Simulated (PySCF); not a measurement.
## Pr⁵⁸⁺: ionisation energy

Pr⁵⁸⁺ 1s1 (2S) → Pr⁵⁹⁺ (bare nucleus), as a difference of total energies. Computed with PySCF 2.14 in an even-tempered Gaussian basis (17 s from 140 bohr⁻², ratio 2.2; 7 p from 210 bohr⁻², ratio 2.4; 4 d from 620 bohr⁻², ratio 2.4; 3 f from 930 bohr⁻², ratio 2.4; 3 g from 1400 bohr⁻², ratio 2.4), with the spin-free X2C one-electron Hamiltonian (Gaussian nucleus). The calculations carry no spin-orbit coupling.

| method | ionisation energy (eV) |
| --- | --- |
| UHF | 49781.1 |
| LDA | 49707.1 |
| PBE | 49778.2 |
| PBE0 | 49779.0 |
| r2SCAN | 49785.1 |
| revPBE | 49786.6 |
| MN15 | 49848.1 |

For one electron Hartree-Fock is exact for this Hamiltonian up to the basis; QED and nuclear recoil make up the gap, and the density functionals add self-interaction.

For comparison: 49722.4 eV (theoretical estimate listed by NIST; NIST Atomic Spectra Database, ionization energies).
